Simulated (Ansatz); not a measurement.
Relaxation of Al2ClH3O (7 atoms, charge 0, multiplicity 1), to a largest force component of 0.02 eV/Å in at most 50 steps.

The calculation used RKS PBE/def2-SVPD in Ansatz 0.2.0.

```xyz
7
Properties=species:S:1:pos:R:3
Al -0.974 0.594 1.284
O -0.008 0.041 0.022
Al 0.982 -0.502 -1.241
Cl 0.799 -2.334 -2.068
H -1.967 -0.384 1.924
H -0.826 2.047 1.744
H -0.421 -0.506 -0.692
```

Where does it end, and by what steps?

The forces met the threshold. The force dipped under the threshold on the way, but the program's further checks kept it going. After 13 steps the energy has fallen by 3.460 eV; H7 moved furthest, 0.74 Å. Parted: Al3–H7 (1.51 → 2.46 Å).

```json
{"step": "0", "energy less start (eV)": "0.0000", "largest force component (eV/Å)": "7.526", "accepted": "yes"}
{"step": "1", "energy less start (eV)": "-1.5838", "largest force component (eV/Å)": "4.325", "accepted": "yes"}
{"step": "2", "energy less start (eV)": "-2.4534", "largest force component (eV/Å)": "2.079", "accepted": "yes"}
{"step": "3", "energy less start (eV)": "-2.9527", "largest force component (eV/Å)": "1.675", "accepted": "yes"}
{"step": "4", "energy less start (eV)": "-3.2856", "largest force component (eV/Å)": "0.509", "accepted": "yes"}
{"step": "5", "energy less start (eV)": "-3.3684", "largest force component (eV/Å)": "0.233", "accepted": "yes"}
{"step": "6", "energy less start (eV)": "-3.4177", "largest force component (eV/Å)": "0.197", "accepted": "yes"}
{"step": "7", "energy less start (eV)": "-3.4300", "largest force component (eV/Å)": "0.718", "accepted": "yes"}
{"step": "8", "energy less start (eV)": "-3.4390", "largest force component (eV/Å)": "0.364", "accepted": "yes"}
{"step": "9", "energy less start (eV)": "-3.4504", "largest force component (eV/Å)": "0.262", "accepted": "yes"}
{"step": "10", "energy less start (eV)": "-3.4566", "largest force component (eV/Å)": "0.070", "accepted": "yes"}
{"step": "11", "energy less start (eV)": "-3.4590", "largest force component (eV/Å)": "0.018", "accepted": "yes"}
{"step": "12", "energy less start (eV)": "-3.4595", "largest force component (eV/Å)": "0.030", "accepted": "yes"}
{"step": "13", "energy less start (eV)": "-3.4598", "largest force component (eV/Å)": "0.011", "accepted": "yes"}
```

```xyz
7
Properties=species:S:1:pos:R:3
Al -1.058 0.591 1.281
O -0.243 -0.278 -0.035
Al 1.409 -0.003 -1.349
Cl 0.731 -2.051 -2.116
H -2.317 -0.128 1.926
H -0.404 1.987 1.635
H -0.532 -1.162 -0.368
```

Time of the run: 27 s on 2 threads of Intel(R) Xeon(R) Platinum 8375C CPU @ 2.90GHz (Ice Lake), on a shared host, peak memory 0.18 GiB.
